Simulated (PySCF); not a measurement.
Dissociation curve of HBr, singlet.

Levels of theory: UHF/def2-TZVP (PySCF); RHF/def2-TZVP (PySCF); UKS-BLYP = unrestricted BLYP/def2-TZVP run with PySCF 2.14.0; RKS-BLYP = restricted BLYP/def2-TZVP (PySCF 2.14.0); UKS-PBE = PySCF 2.14.0 with unrestricted PBE/def2-TZVP; RKS-PBE = restricted PBE/def2-TZVP (PySCF); UKS-TPSSh = unrestricted TPSSh/def2-TZVP (PySCF); RKS-TPSSh = PySCF with restricted TPSSh/def2-TZVP; UKS-B3LYP/6-31G* = unrestricted B3LYP/6-31G*, spherical d run with PySCF; RKS-B3LYP/6-31G* = restricted B3LYP/6-31G*, spherical d (PySCF); UKS-B3LYP/LANL2DZ = PySCF with unrestricted B3LYP/LANL2DZ, with its core potentials past Ne; RKS-B3LYP/LANL2DZ = restricted B3LYP/LANL2DZ, with its core potentials past Ne (PySCF).

Scanned distances (Å): 1.14, 1.20, 1.29, 1.32, 1.37, 1.42, 1.45, 1.51, 1.57, 1.66, 1.77, 1.94, 2.15, 2.34, 2.53, 2.85, 3.12, 3.45, 3.87, 4.25, 4.98, 5.67.

Question: Where does the unrestricted solution first break spin symmetry (<S²> of 0.01 or more)?

Answer: UHF: between 1.77 and 1.94 Å; UKS-BLYP: between 2.15 and 2.34 Å; UKS-PBE: between 2.34 and 2.53 Å; UKS-TPSSh: between 2.15 and 2.34 Å; UKS-B3LYP/6-31G*: between 2.15 and 2.34 Å; UKS-B3LYP/LANL2DZ: between 2.15 and 2.34 Å.

| R / Å | <S²> UHF | E(RHF) − E(UHF) / mEh | <S²> UKS-BLYP | E(RKS-BLYP) − E(UKS-BLYP) / mEh | <S²> UKS-PBE | E(RKS-PBE) − E(UKS-PBE) / mEh | <S²> UKS-TPSSh | E(RKS-TPSSh) − E(UKS-TPSSh) / mEh | <S²> UKS-B3LYP/6-31G* | E(RKS-B3LYP/6-31G*) − E(UKS-B3LYP/6-31G*) / mEh | <S²> UKS-B3LYP/LANL2DZ | E(RKS-B3LYP/LANL2DZ) − E(UKS-B3LYP/LANL2DZ) / mEh |
|---|---|---|---|---|---|---|---|---|---|---|---|---|
| 1.14 | 0.00 | 0.0 | 0.00 | 0.0 | 0.00 | 0.0 | 0.00 | 0.0 | 0.00 | 0.0 | 0.00 | 0.0 |
| 1.20 | 0.00 | 0.0 | 0.00 | 0.0 | 0.00 | 0.0 | 0.00 | 0.0 | 0.00 | 0.0 | 0.00 | 0.0 |
| 1.29 | 0.00 | 0.0 | 0.00 | 0.0 | 0.00 | 0.0 | 0.00 | 0.0 | 0.00 | 0.0 | 0.00 | 0.0 |
| 1.32 | 0.00 | 0.0 | 0.00 | 0.0 | 0.00 | 0.0 | 0.00 | 0.0 | 0.00 | 0.0 | 0.00 | 0.0 |
| 1.37 | 0.00 | 0.0 | 0.00 | 0.0 | 0.00 | 0.0 | 0.00 | 0.0 | 0.00 | 0.0 | 0.00 | 0.0 |
| 1.42 | 0.00 | 0.0 | 0.00 | 0.0 | 0.00 | 0.0 | 0.00 | 0.0 | 0.00 | 0.0 | 0.00 | 0.0 |
| 1.45 | 0.00 | 0.0 | 0.00 | 0.0 | 0.00 | 0.0 | 0.00 | 0.0 | 0.00 | 0.0 | 0.00 | 0.0 |
| 1.51 | 0.00 | 0.0 | 0.00 | 0.0 | 0.00 | 0.0 | 0.00 | 0.0 | 0.00 | 0.0 | 0.00 | 0.0 |
| 1.57 | 0.00 | 0.0 | 0.00 | 0.0 | 0.00 | 0.0 | 0.00 | 0.0 | 0.00 | 0.0 | 0.00 | 0.0 |
| 1.66 | 0.00 | 0.0 | 0.00 | 0.0 | 0.00 | 0.0 | 0.00 | 0.0 | 0.00 | 0.0 | 0.00 | 0.0 |
| 1.77 | 0.00 | 0.0 | 0.00 | 0.0 | 0.00 | 0.0 | 0.00 | 0.0 | 0.00 | 0.0 | 0.00 | 0.0 |
| 1.94 | 0.28 | 3.0 | 0.00 | 0.0 | 0.00 | 0.0 | 0.00 | 0.0 | 0.00 | 0.0 | 0.00 | 0.0 |
| 2.15 | 0.63 | 21.0 | 0.00 | 0.0 | 0.00 | 0.0 | 0.00 | 0.0 | 0.00 | 0.0 | 0.00 | 0.0 |
| 2.34 | 0.80 | 42.7 | 0.06 | 0.1 | 0.00 | 0.0 | 0.36 | 4.0 | 0.27 | 2.1 | 0.29 | 2.5 |
| 2.53 | 0.89 | 65.0 | 0.33 | 2.8 | 0.43 | 3.3 | 0.53 | 11.3 | 0.53 | 8.8 | 0.55 | 9.5 |
| 2.85 | 0.96 | 99.1 | 0.67 | 12.0 | 0.74 | 15.1 | 0.72 | 24.8 | 0.79 | 23.7 | 0.79 | 25.1 |
| 3.12 | 0.99 | 122.9 | 0.81 | — | 0.85 | — | 0.84 | 35.5 | 0.89 | 35.8 | 0.89 | 37.6 |
| 3.45 | 1.00 | 146.1 | 0.90 | — | 0.92 | — | 0.96 | 46.6 | 0.95 | 48.0 | 0.95 | 50.1 |
| 3.87 | 1.01 | 167.9 | 0.95 | — | 0.96 | — | 0.99 | 56.8 | 0.98 | 59.1 | 0.98 | 61.5 |
| 4.25 | 1.01 | 182.0 | 0.97 | — | 0.98 | — | 1.00 | 62.6 | 1.00 | 65.7 | 1.00 | 68.2 |
| 4.98 | 1.01 | 199.6 | 0.99 | — | 1.00 | — | 1.00 | 68.3 | 1.00 | 72.7 | 1.00 | 75.3 |
| 5.67 | 1.01 | 209.5 | 1.00 | — | 1.00 | — | 1.00 | 70.7 | 1.00 | 75.8 | 1.00 | 78.2 |

A dash means that the run gave no value there, or that the column was ended at a point which the program doubted or which failed a test of continuity chosen for this set; such a test can also cut sound points.
